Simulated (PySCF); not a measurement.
## Nuclear quadrupole coupling in `C=CC[As@H+]([AlH3-])CC`

Species: C₅H₁₄AlAs.
SMILES with atom numbers: `[CH2:1]=[CH:2][CH2:3][As@H+:4]([AlH3-:5])[CH2:6][CH3:7]` (hydrogens: H8, H9 on C1; H10 on C2; H11, H12 on C3; H13 on As4; H14, H15, H16 on Al5; H17, H18 on C6; H19, H20, H21 on C7)

Geometry (PBE0-D3(BJ)/def2-SVP, Å), atoms numbered from 1 in this order:
```xyz
21
C5H14AlAs angstrom
C     -3.5277   -0.6502    0.7190
C     -2.5972    0.0627    0.0812
C     -1.3745   -0.5144   -0.5469
As     0.2460    0.0615    0.3999
Al     0.6369    2.5967    0.2865
C      1.6487   -0.9884   -0.4615
C      2.9984   -0.8146    0.2165
H     -3.4570   -1.7395    0.8074
H     -4.3985   -0.1692    1.1708
H     -2.7020    1.1528    0.0208
H     -1.3993   -1.6144   -0.5668
H     -1.2412   -0.1477   -1.5782
H      0.0732   -0.6891    1.7032
H     -0.7691    3.1338    0.8397
H      0.8290    2.5572   -1.3137
H      1.9519    2.7691    1.1859
H      1.3304   -2.0424   -0.4812
H      1.6786   -0.6312   -1.5033
H      3.7758   -1.3807   -0.3189
H      3.3069    0.2418    0.2371
H      2.9817   -1.1772    1.2559
```

Field gradients from the PBE0/pcSseg-1 density (PySCF, non-relativistic), principal values in atomic units, ordered |Vxx| ≤ |Vyy| ≤ |Vzz|:

```json
{"atom": "As4", "Vxx": "1.0049", "Vyy": "1.2816", "Vzz": "-2.2866"}
{"atom": "Al5", "Vxx": "-0.4127", "Vyy": "-0.4788", "Vzz": "0.8916"}
```

Q: Find the asymmetry η = (Vxx − Vyy)/Vzz and the couplings χ = eQV/h (234.96 MHz × Q in barn × V in au), with Q(75As) = 0.314 b, Q(27Al) = 0.1466 b.

A: 
| atom | environment | nucleus | η | χzz (MHz) | χxx (MHz) | χyy (MHz) |
| --- | --- | --- | --- | --- | --- | --- |
| As4 | arsenic bonded to Al, 2 C and H | 75As | 0.12 | -168.7 | 74.1 | 94.6 |
| Al5 | aluminium bonded to As and 3 H | 27Al | 0.07 | 30.71 | -14.22 | -16.49 |

The tensor is traceless: Vxx + Vyy + Vzz = 0.

Q: What is Vzz at As4 in SI units (1 au = 9.71736 × 10²¹ V/m²)?

A: -2.2866 au = -22.219 × 10²¹ V/m².

Q: And the gradient at the other heavy atoms, for which no coupling is worked out here?

A: 
```json
{"atom": "C1", "environment": "terminal =CH2 carbon", "Vzz (au)": "0.288", "η": "0.43"}
{"atom": "C2", "environment": "alkene CH carbon", "Vzz (au)": "0.304", "η": "0.69"}
{"atom": "C3", "environment": "allylic carbon", "Vzz (au)": "0.148", "η": "0.35"}
{"atom": "C6", "environment": "chain CH2 carbon", "Vzz (au)": "0.150", "η": "0.30"}
{"atom": "C7", "environment": "methyl carbon", "Vzz (au)": "0.104", "η": "0.25"}
```

Were the hydrogens deuterons (Q(2H) = 0.00286 b), χzz would run from 69 kHz (H15) to 206 kHz (H9).

Geometry: PBE0-D3(BJ)/def2-SVP, one conformer, isolated molecule. The calculation is non-relativistic, for arsenic too. A larger basis could move these couplings by a tenth or more.
